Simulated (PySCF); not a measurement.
PtOF₂, triplet: computed properties

All numbers come from PySCF, UPBE0, basis Pt def2-SVP with ECP60, O def2-SVP, F def2-SVP (scalar-relativistic core potentials, no spin–orbit coupling, density fitting).

The structure is a minimum.

```json
{
 "Point group": "C2v",
 "Bond lengths": "Pt–F 1.891 Å (×2), Pt–O 1.726 Å",
 "Bond angles": "F–Pt–F 155.0°, F–Pt–O 102.5° (×2)",
 "Highest occupied level (β)": "-8.93 eV",
 "Heat capacity Cp at 298.15 K": "66.7 J/(mol K)",
 "Spin squared ⟨S²⟩": "2.009",
 "Atomisation energy without zero-point energy": "978 kJ/mol",
 "Zero-point energy": "16.1 kJ/mol",
 "Rotational constants": "0.3156, 0.1302, 0.09216 cm⁻¹",
 "Lowest empty level (β)": "-5.35 eV",
 "Enthalpy at 298.15 K above 0 K": "15.61 kJ/mol",
 "Principal polarisabilities": "22.1, 36.7, 37.2 bohr³",
 "Principal quadrupole moments (Buckingham, traceless) about the centre of mass": "-9.74, 4.76, 4.98 D Å",
 "Rotational symmetry number": "2",
 "Dipole moment": "0.63 D",
 "Entropy at 298.15 K and 1 bar (electronic part: spin only)": "323.5 J/(mol K)"
}
```

Harmonic modes (masses in u: Pt 194.965, O 15.995, F 18.998):
```json
{"symmetry": "b2", "ω (cm⁻¹)": "110", "IR (km/mol)": "5.2", "μ (u)": "17.69", "type": "bend"}
{"symmetry": "a1", "ω (cm⁻¹)": "178", "IR (km/mol)": "7.8", "μ (u)": "21.52", "type": "bend"}
{"symmetry": "b1", "ω (cm⁻¹)": "216", "IR (km/mol)": "10.4", "μ (u)": "22.90", "type": "bend"}
{"symmetry": "a1", "ω (cm⁻¹)": "642", "IR (km/mol)": "13.3", "μ (u)": "19.20", "type": "stretch"}
{"symmetry": "b2", "ω (cm⁻¹)": "666", "IR (km/mol)": "130", "μ (u)": "22.03", "type": "stretch"}
{"symmetry": "a1", "ω (cm⁻¹)": "881", "IR (km/mol)": "2.7", "μ (u)": "17.16", "type": "stretch"}
```

In C2v the vibrations span 2b2 + 3a1 + b1. Here b1 is antisymmetric to the molecular plane and b2 lies in it.

Charges (e):
```json
{"atom": "Pt1", "Mulliken": "0.89", "Löwdin": "0.37", "polar tensor": "1.26", "spin (Mulliken)": "0.81", "Mayer order to Pt1": "–"}
{"atom": "O2", "Mulliken": "-0.15", "Löwdin": "0.04", "polar tensor": "-0.21", "spin (Mulliken)": "1.03", "Mayer order to Pt1": "1.77"}
{"atom": "F3,4", "Mulliken": "-0.37", "Löwdin": "-0.21", "polar tensor": "-0.52", "spin (Mulliken)": "0.08", "Mayer order to Pt1": "0.88"}
```

Mulliken populations on Pt1 (electrons outside its core potential): s 2.68, p 6.30, d 8.07, f 0.06.

Formally Pt is in oxidation state +4, d6, with 2 unpaired electrons (the high-spin count would be 4). The Mulliken spin on Pt is 0.81, so most of the spin sits on the ligands and the formal count fails. The polar-tensor charge on Pt, 1.26, is far below the formal one.

Other isomers or separated fragments may lie lower. With open d or f shells other occupations or spin states may lie lower. With an element this heavy the missing spin–orbit coupling can shift these numbers.

The final relaxation and frequency run took roughly 100 core-seconds on a shared host.
